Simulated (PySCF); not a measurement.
Level of theory: PBE0-D3(BJ)/def2-TZVP run with PySCF. Isolated molecules, 0 K electronic values unless said otherwise. 

Reference species (SMILES): `N[C]N` (lower singlet) (neutral, multiplicity 1).

```yaml
dipole_moment: 2.90 D
```

Changed species: `[C]([SiH3])N` (lower singlet) (X = silyl, multiplicity 1; the reference has X = amino, multiplicity 1).

Q: Give the shifts of the dipole moment.

A: the dipole moment increases by 0.20 D, to 3.10 D.
